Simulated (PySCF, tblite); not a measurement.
Species: C6H7FNS (doublet state).
Geometry (GFN2-xTB, Å), atoms numbered from 1 in this order:
```xyz
16
C6H7FNS angstrom
F     -2.9603   -0.9676   -0.2526
C     -2.3431    0.2018    0.0831
C     -2.7424    0.9594    1.0622
S     -3.0582    2.0292    2.1567
C     -1.1054    0.4825   -0.7570
N     -0.0290   -0.3487   -0.3162
C      1.2939    0.1327   -0.1821
C      2.4107   -0.6475   -0.7052
C      2.2763   -0.5966    0.7516
H     -1.3860    0.2978   -1.8036
H     -0.8280    1.5309   -0.6390
H     -0.1049   -1.3193   -0.5871
H      1.3373    1.2143   -0.1500
H      2.3437   -1.5411   -1.2986
H      1.9804   -1.4844    1.3000
H      2.9075    0.0656    1.3264
```

Jobs on this species (16 atoms, 75 electrons) with PySCF (density fitting) and tblite. Hardware of each: one thread of an Arm Neoverse V2, no GPU, on a shared host. Other jobs ran on the host; a repeat could differ by tens of per cent or more.

| level and settings | work | basis functions | SCF cycles | wall time |
| --- | --- | --- | --- | --- |
| GFN2-xTB | Hessian by finite differences | – | – | 0.53 s |
| UKS B3LYP, pcH-1 on C F H N S, non-relativistic, mean-field spin-orbit, GIAO | unrestricted SCF, g, hyperfine, density and orbital grids written | 305 | ? | ? |
| GFN2-xTB | L-BFGS relaxation | – | – | 0.99 s |

Task: Fill in the missing figures.

Result: 
- UKS B3LYP, pcH-1 on C F H N S, non-relativistic, mean-field spin-orbit, GIAO; unrestricted SCF, g, hyperfine, density and orbital grids written: 2.4 min, 16 SCF cycles

Task: What do all jobs in the table cost together?

Result: About 2.4 min; the longest takes about 99 % of that, and about 270 times as long as the shortest.
